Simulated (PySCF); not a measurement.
**Excitation energy of Nb by level of theory**

Nb [Kr] 4d4 5s1 (6D) → Nb [Kr] 4d5 (6S), as a difference of total energies. All numbers are calculated (PySCF 2.14, scalar relativity by spin-free X2C-1e, in ANO-RCC-VTZP (7s6p4d2f1g, 68 functions)). Correlated levels: valence and next inner shell: [Ar] 3d10 frozen. The calculations carry no spin-orbit coupling.

```csv
method,excitation energy (eV)
UHF,1.690
MP2 (valence and next inner shell),1.289
SCS-MP2 (valence and next inner shell),1.494
CCSD (valence and next inner shell),1.402
CCSD(T) (valence and next inner shell),1.369
```

Question: How much does correlation contribute at CCSD(T) (valence and next inner shell)?

Answer: 1.369 − (1.690) = -0.321 eV, measured against UHF.

A first-order spin-orbit estimate (lowest level to lowest level, LS coupling) adds 0.084 eV.
